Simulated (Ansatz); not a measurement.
This geometry of C₂H₅BOSi (10 atoms, charge 0, multiplicity 1) is a first-order saddle point.

Computed with RKS B3LYP-D4/def2-SVP (Ansatz 0.2.0).

```xyz
10
Properties=species:S:1:pos:R:3
B -0.860 -0.395 -1.627
C -0.231 -0.002 -0.286
C -0.270 -0.592 0.957
Si 1.173 0.392 1.552
O 0.652 1.093 -0.205
H -0.439 0.068 -2.656
H -1.783 -1.170 -1.631
H -0.848 -1.482 1.207
H 1.848 0.651 0.069
H 0.841 1.385 2.621
```

(1) Which two structures does it join? (They come from a converged band through this point; their orientation in space is the band's.)

(2) How far does it lie above each of them?

Results:

(1) Bonds broken: Si4–H9. Bonds formed: O5–H9.

Initial state:

```xyz
10
Properties=species:S:1:pos:R:3
B -1.069 -0.363 -1.669
C -0.217 -0.036 -0.418
C -0.147 -0.682 0.786
Si 1.095 0.628 1.239
O 0.662 1.063 -0.377
H -1.007 0.315 -2.661
H -1.798 -1.321 -1.618
H -0.694 -1.570 1.094
H 2.527 0.254 1.384
H 0.730 1.660 2.244
```

Final state:

```xyz
10
Properties=species:S:1:pos:R:3
B -0.750 -0.368 -1.554
C -0.126 -0.094 -0.202
C -0.293 -0.596 1.052
Si 1.240 0.176 1.867
O 0.927 0.905 -0.043
H -0.323 0.165 -2.551
H -1.667 -1.145 -1.621
H -1.059 -1.337 1.286
H 1.586 0.874 -0.755
H 0.550 1.368 2.522
```

(2) 58.2 kcal/mol above the first and 28.2 kcal/mol above the second. This is the barrier of this one path; another mechanism may lie lower. The orbitals stay closed-shell, which can raise the energy where a bond breaks towards radicals; this wasn't checked here.

Time of the run: 4 min on 2 threads of Arm Neoverse V2, on a shared host, peak memory 0.22 GiB.
